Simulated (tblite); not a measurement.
C₆H₁₃NOSi.
Geometry (GFN2-xTB, Å), atoms numbered from 1 in this order:
```
atom  x, y, z in Å
C1    -2.6320   -0.7713   -0.6717
C2    -1.3840   -1.1263   -0.4310
C3    -0.6429   -0.8173    0.8347
C4     0.4616    0.1724    0.5443
N5     0.2951    1.3872    0.2820
Si6   -1.0213    2.4763    0.1207
C7     1.8863   -0.3482    0.5318
C8     2.0923   -1.2467   -0.6998
O9     2.8026    0.7111    0.5332
H10   -3.2243   -0.2387    0.0534
H11   -3.1193   -1.0097   -1.6016
H12   -0.8166   -1.6616   -1.1802
H13   -1.3260   -0.3658    1.5559
H14   -0.2217   -1.7319    1.2566
H15   -2.2589    2.1548    0.8412
H16   -0.4521    3.7139    0.6500
H17   -1.2844    2.5382   -1.3149
H18    2.0659   -0.9411    1.4405
H19    1.8137   -0.7058   -1.6016
H20    1.5024   -2.1551   -0.6220
H21    3.1442   -1.5115   -0.7653
H22    2.3092    1.4965    0.2428
```

Calculated harmonic vibrations of the isolated species, GFN2-xTB (tblite), most abundant isotopes, no scaling. Against measured fundamentals such values can be off by several per cent, at times by over 20. Modes of hydrogen on silicon can be 10 to 20 % off. One conformer, not necessarily the lowest.

Harmonic wavenumbers (cm⁻¹): 34.5, 47.9, 62.2, 108.9, 123.5, 141.7, 211.4, 224.7, 227.8, 269.6, 340.2, 378.1, 423.3, 441.3, 545.6, 554.1, 611.3, 620.0, 642.0, 759.3, 766.1, 799.2, 823.8, 875.1, 895.3, 928.2, 955.5, 971.9, 1017.5, 1043.7, 1067.2, 1075.3, 1125.8, 1150.1, 1188.9, 1202.8, 1250.5, 1277.7, 1295.6, 1345.0, 1386.0, 1409.3, 1452.7, 1480.2, 1492.6, 1708.5, 1753.8, 2205.5, 2275.2, 2279.0, 2876.2, 2973.9, 2988.4, 3034.6, 3047.3, 3050.3, 3066.3, 3104.7, 3130.5, 3375.6.

A = 1582, B = 1073, C = 711.4 MHz; mass 143.077 u (most abundant isotopes); point group C1, symmetry number 1.

Zero-point energy?

Half the sum of the wavenumbers: 37957 cm⁻¹ = 454.06 kJ/mol.

Entropy at 400 K, 1 bar (ideal gas, RRHO, classical rotation)?

Translation 176.87, rotation 129.05, vibration 221.03: S = 526.9 J/(mol K).

And Cp and H(400 K) − H(0)?

Cp = 242.22 J/(mol K), of which vibrations give 208.97 (their classical limit is 60 R = 498.9); H(400 K) − H(0) = 57.30 kJ/mol without the zero-point energy, 44.00 from vibrations.

Which modes carry the vibrational entropy at 400 K?

34.5 cm⁻¹: 25.67; 47.9 cm⁻¹: 22.95; 62.2 cm⁻¹: 20.78; 108.9 cm⁻¹: 16.16; 123.5 cm⁻¹: 15.13; 141.7 cm⁻¹: 14.01 J/(mol K); the other 54 give 106.34 together.

How do the functions run with temperature in this model?

```
 T (K)  S (J/(mol K))  Cp (J/(mol K))  H − H(0) (kJ/mol)  G − H(0) (kJ/mol)  ln q(vib)
    50          260.0            66.0               2.40             -10.60       1.03
   100          315.0            95.1               6.45             -25.05       2.89
298.15          463.1           193.9              35.04            -103.02       9.94
373.15          510.5           230.1              50.96            -139.55      12.46
   500          585.5           282.5              83.60            -209.13      16.62
   750          714.9           355.5             164.05            -372.15      24.37
  1000          824.2           403.3             259.30            -564.91      31.49
```

q(vib) and H(0) count from the zero-point level.

Hindered rotation and anharmonicity are outside this model. Other conformers, if any are populated, would add a mixing term that is left out. The structure is chiral; the term R ln 2 for an equal mix with its mirror image is left out.

Time: 0.86 s. Hardware: one thread of an Arm Neoverse V2, no GPU, shared host with 32 logical CPUs at a one-minute load of 28. The figure is for the frequency step alone.
